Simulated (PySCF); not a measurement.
SiBr₂Cl₂, SMILES Cl[Si](Cl)(Br)Br. Heavy atoms are numbered as in [Cl:1][Si:2]([Cl:3])([Br:4])[Br:5].

Geometry optimised at B3LYP-D3(BJ)/def2-SVP.

These are KT2/pcSseg-1 (PySCF) values and carry that method's errors.

GIAO shieldings, no solvent; atoms alike by connectivity are averaged. δ = σ(ref) − σ: ³⁵Cl against HCl (σ = 945.4 ppm); ²⁹Si against TMS (σ = 361.9 ppm), references at their B3LYP-D3(BJ)/def2-TZVP geometries, non-relativistic (without spin–orbit terms, shifts of atoms bonded to Cl or Br come out too high).

```csv
nucleus,atoms,count,δ (ppm)
³⁵Cl,Cl1,2,285.6
²⁹Si,Si2,1,40.6
```
